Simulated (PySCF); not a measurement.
# Bond curve of CsF

Set-up: basis Cs def2-SVP with ECP46, F def2-SVP; scalar-relativistic core potentials; PySCF 2.14. Energies in eV from Cs + F in their ground configurations at the same level. State: ¹Σ⁺ (singlet), closed shell.

All columns are PBE0. A positive dipole means Cs(−)F(+).

```
R (Å)  E (eV)   μ (D)  Mulliken charge on Cs (basis-dependent)  HOMO (eV)  LUMO (eV)  Mayer bond order  ⟨S²⟩
2.064  -3.899   -5.53                                     0.57      -6.16      -0.68              0.72  0.00
2.160  -4.309   -6.21                                     0.58      -6.11      -0.76              0.74  0.00
2.256  -4.532   -6.85                                     0.58      -6.01      -0.83              0.75  0.00
2.328  -4.609   -7.30                                     0.59      -5.91      -0.88              0.75  0.00
2.400  -4.629   -7.73                                     0.59      -5.80      -0.93              0.75  0.00
2.472  -4.604   -8.15                                     0.59      -5.67      -0.99              0.75  0.00
2.568  -4.522   -8.68                                     0.60      -5.47      -1.05              0.74  0.00
2.688  -4.367   -9.31                                     0.61      -5.17      -1.14              0.73  0.00
2.832  -4.136  -10.04                                     0.62      -4.87      -1.23              0.71  0.00
3.024  -3.795  -10.94                                     0.63      -4.51      -1.35              0.69  0.00
```

A fit through these points gives, at Re = 2.393 Å, μ = -7.69 D and dμ/dR = -5.90 D/Å; the reduced mass is 16.62 u.

Task: How strong is the fundamental in the double-harmonic approximation, I = 42.26·(dμ/dR)²/μred km/mol?

Result: I = 42.26·(-5.90)²/16.62 = 88.5 km/mol at PBE0.

These are scalar-relativistic numbers at best; spin–orbit coupling would shift them, the dissociation energy most.
